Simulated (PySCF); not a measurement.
# Two-component Hartree-Fock for Lu⁶⁶⁺ (lutetium, charge +66)

Start: [He] 2s2 2p1; 2p3/2 filled at m_j = +3/2. Calculated with PySCF 2.14 in an even-tempered Gaussian basis (16 s from 51 bohr⁻², ratio 2.4; 13 p from 66 bohr⁻², ratio 2.4; 5 d from 210 bohr⁻², ratio 2.6; 4 f from 320 bohr⁻², ratio 2.6): generalised Hartree-Fock with the X2C-1e Hamiltonian and a Gaussian nucleus; one run each with spin-orbit coupling (SO) screened by Boettger's factors, then bare. This is a chosen level, not necessarily the ground level.

```json
{"spinor shell": "1s1/2", "electrons": "2", "ε, screened SO (eV)": "-71176.4", "ε, bare SO (eV)": "-71176.8", "weight of nominal j (bare SO)": "1.000", "rms radius, bare SO (bohr)": "0.0218"}
{"spinor shell": "2s1/2", "electrons": "2", "ε, screened SO (eV)": "-17333.9", "ε, bare SO (eV)": "-17334.0", "weight of nominal j (bare SO)": "1.000", "rms radius, bare SO (bohr)": "0.0848"}
{"spinor shell": "2p3/2", "electrons": "1", "ε, screened SO (eV)": "-15914.5", "ε, bare SO (eV)": "-15904.9", "weight of nominal j (bare SO)": "1.000", "rms radius, bare SO (bohr)": "0.0777"}
```

```
   quantity  screened SO      bare SO
E (hartree)  -7272.87685  -7272.52332
        M_J          3/2          3/2
       ⟨J²⟩        3.750        3.750
       ⟨L²⟩        2.000        2.000
       ⟨S²⟩        0.750        0.750
```

Each row is a mean over spinors that exchange with the open shell spreads, by up to 62.318 eV (2s1/2).

Breit and QED terms are absent; they matter most for the inner s and p1/2 levels.

Densities and radii are taken from the X2C orbitals without a picture-change correction, which distorts them close to the nucleus.
